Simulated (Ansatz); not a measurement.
C$_{3}$H$_{6}$, triplet, geometry from GFN2-xTB (a higher spin typed on purpose: for a closed-shell molecule this is an excited state). Base run: Ansatz (a first-principles code) with HF/aug-cc-pVDZ.

Geometry (Å):
```xyz
9

C     -1.2419     0.0017    -0.1833
C      0.0949     0.1622     0.4576
C      1.3243    -0.1379    -0.1969
H     -1.8111    -0.8035     0.2939
H     -1.8361     0.9128    -0.0756
H     -1.1383    -0.2308    -1.2402
H      0.0954     0.4857     1.4921
H      1.8697     0.6076    -0.7572
H      1.7565    -1.1283    -0.1773
```
Charge 0, spin multiplicity 3.
Orbitals are unrestricted.
All else is at Ansatz's defaults.
Base energy -117.01442 Eh.

Variants of this job, named by their change:

```
change                                                            ΔE vs base (kcal/mol)
----------------------------------------------------------------  ---------------------
base                                                                              0.000
fitting.mean_field = def2-universal-JKFIT                                         0.014
point_charge = charge:1.0 position_ang:-0.9718, -4.6357, -2.2242                  -1.08
nuclear_model = gaussian                                                          0.006
accuracy = high                                                                  -0.002
point_charge = charge:0.5 position_ang:3.4463, 3.7296, 0.4976                     -0.66
lower_state_search = full                                                         0.000
forces = on                                                                      -0.002
point_charge = charge:-1.0 position_ang:0.5072, -2.4423, -4.5834                  -0.89
lower_state_search = light                                                        0.000
lower_state_search = off                                                          0.000
```
